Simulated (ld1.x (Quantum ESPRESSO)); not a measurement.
Which change was made? (Pb, TM)

Pb, norm-conserving Troullier–Martins (Kleinman–Bylander form), made with ld1.x (Quantum ESPRESSO) 7.5 (Wu–Cohen, scalar-relativistic). Core [Xe] 4f14, reference 5d10 6s2 6p0 (charge +2). Waves: 6s (bound): rc 1.95 bohr; 6p (bound, empty): rc 2.05 bohr; 5d (bound): rc 1.40 bohr. Local part: the d channel. Core correction: Bessel-smoothed model core, default radius (core density twice the valence density).

Cutoffs, loose and tight: the cutoffs (Ry, on a coarse ladder) from which the occupation-weighted sum of valence levels, in a spherical-Bessel basis at the reference potential, stays within 10 and 1 mRy of its value at 400 Ry. They do not see the model core or the augmentation charge, which bear on the density cutoff. Test errors are all-electron minus pseudo excitation energies from the reference, over the configurations 5d10 6s2 6p2; 5d10 6s2 6p1; 5d10 6s1 6p0; 5d10 6s1 6p3; 5d10 6s0 6p0; 5d10 6s1 6p2; 5d10 6s2 6p1.5; variants that change the core or the reference have their own tests.

The base gives: outcome: generated; cutoff, loose: 55 Ry; cutoff, tight: 90 Ry; bound ghosts: s, p; largest test error (meV): -76.

Q: After one change the result is: outcome: generated; cutoff, loose: 70 Ry; cutoff, tight: 140 Ry; bound ghosts: s, p; largest test error (meV): -63. Which change was it?
A. wave 6s (bound): rc 1.95 bohr becomes 6s (bound): rc 2.46 bohr
B. wave 6s (bound): rc 1.95 bohr becomes 6s (bound): rc 2.86 bohr
C. wave 6s (bound): rc 1.95 bohr becomes 6s (bound): rc 1.26 bohr
D. wave 6s (bound): rc 1.95 bohr becomes 6s (bound): rc 1.52 bohr

A: D. The others give: wave 6s (bound): rc 1.95 bohr becomes 6s (bound): rc 1.26 bohr → outcome: generated; cutoff, loose: 160 Ry; cutoff, tight: over 300 Ry; bound ghosts: s, p; largest test error (meV): -326 | wave 6s (bound): rc 1.95 bohr becomes 6s (bound): rc 2.46 bohr → outcome: generated; cutoff, loose: 55 Ry; cutoff, tight: 90 Ry; bound ghosts: s, p; largest test error (meV): -97 | wave 6s (bound): rc 1.95 bohr becomes 6s (bound): rc 2.86 bohr → outcome: generated; cutoff, loose: 55 Ry; cutoff, tight: 90 Ry; bound ghosts: s, p; largest test error (meV): -212.
